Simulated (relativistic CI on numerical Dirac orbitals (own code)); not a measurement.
**Ti²⁺: 2p photoemission**

Computed with this model: Dirac-Coulomb-Breit CI, KLI orbitals optimised for each configuration, QED by a radiative potential, valence Slater integrals scaled by 0.9, multiplet model of photoemission in the sudden approximation; configurations [Ar] 3d2 → [He] 2s2 2p5 3s2 3p6 3d2; 80 K; Lorentzian 0.5 eV and Gaussian 0.6 eV FWHM. Energies are those of the free ion, without screening or charge transfer. The energies are binding energies and can lie tens of eV above those of solids. S is read from ⟨S²⟩ = S(S + 1).

Field parameters in Wybourne normalisation: D4h B²₀ = −7Ds, B⁴₀ = 21(Dq − Dt), B⁴₄ = 21√(5/14) Dq. The field is a parameter set, without covalency.

Computed curve for D4h, 10Dq = 20450, Ds = 2100, Dt = 790 cm⁻¹, scaled to 100 at the maximum (points under 2 are left out and the grid is thinned):

(Energy (eV), Intensity): (480.8, 2.1), (481.0, 2.4), (481.3, 3.0), (481.5, 3.6), (481.7, 4.4), (482.0, 6.4), (482.2, 8.6), (482.5, 15.7), (482.7, 25.9), (482.9, 42.5), (483.2, 70.7), (483.4, 81.1), (483.6, 86.2), (483.9, 95.3), (484.1, 99.9), (484.4, 93.9), (484.6, 79.6), (484.8, 61.7), (485.1, 38.1), (485.3, 26.8), (485.5, 19.5), (485.8, 14.3), (486.0, 12.7), (486.3, 11.4), (486.5, 11.0), (486.7, 10.6), (487.0, 10.2), (487.2, 10.3), (487.4, 10.7), (487.7, 10.6), (487.9, 10.2), (488.2, 10.5), (488.4, 11.6), (488.6, 13.0), (488.9, 15.2), (489.1, 18.0), (489.3, 23.1), (489.6, 37.9), (489.8, 50.2), (490.1, 59.0), (490.3, 54.0), (490.5, 44.3), (490.8, 30.9), (491.0, 23.5), (491.2, 16.8), (491.5, 9.9), (491.7, 7.7), (492.0, 6.4), (492.2, 6.3), (492.4, 6.5), (492.7, 6.5), (492.9, 6.0), (493.1, 5.4), (493.4, 4.8), (493.6, 4.5), (493.9, 4.0), (494.1, 3.6), (494.3, 3.2), (494.6, 2.5), (494.8, 2.0)

The ground state has S = 1.00, and the centroid lies at 486.26 eV.
